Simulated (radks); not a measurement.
Charge is removed step by step from the 2s1/2 level of neutral carbon, starting from [He] 2s2 2p2. All-electron calculation, Dirac Kohn-Sham, BLYP, spin-unpolarised, spherical densities, finite nucleus; open shells fill j = l - 1/2 first; Fermi nuclear charge, rms radius 2.4702 fm. Program: a radial shooting solver on a logarithmic mesh with Libxc functionals.

removed (e)  E - E(0) (eV)  eigenvalue (eV)  E minus straight line (eV)
0                    0.000          -13.607                       0.000
0.25                 3.748          -16.409                      -1.119
0.5                  8.218          -19.375                      -1.517
0.75                13.448          -22.482                      -1.155
1                   19.470          -25.713                       0.000

Removing the whole electron costs 19.470 eV by Delta-SCF, against 13.607 eV from minus the eigenvalue at the starting occupation. Slater's transition state (half an electron removed) gives 19.375 eV. Integrating minus the eigenvalue over the occupation (Janak's theorem) gives 19.470 eV. The mean slope of the eigenvalue, de/dn, is 12.1 eV per electron.
